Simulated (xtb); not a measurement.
HClO, charge +1, doublet, at a GFN2-xTB geometry (a state made from the parent by changing its charge; the spin is typed, not shown lowest).

The xtb input:
```
$ xtb mol.xyz --gfn 2 --chrg 1 --uhf 1 --hess --json

# file mol.xyz
3

O     -0.04383216     1.02148558     0.01469068
H     -0.96672120     1.40203158     0.00503415
Cl     0.07749285    -0.56317154    -0.00720939
```

Q: Give the zero-point energy at the level GFN2-xTB in xtb 6.7.1.

A: 7.1 kcal/mol

Q: What harmonic frequencies (imaginary ones negative) does GFN2-xTB give?

A: 835, 1076, 3036 cm⁻¹

Q: What partial charges in atom order does GFN2-xTB give?

A: O1 -0.05, H2 0.46, Cl3 0.59

Q: Predict the total energy from GFN2-xTB.

A: -8.4771 Eh
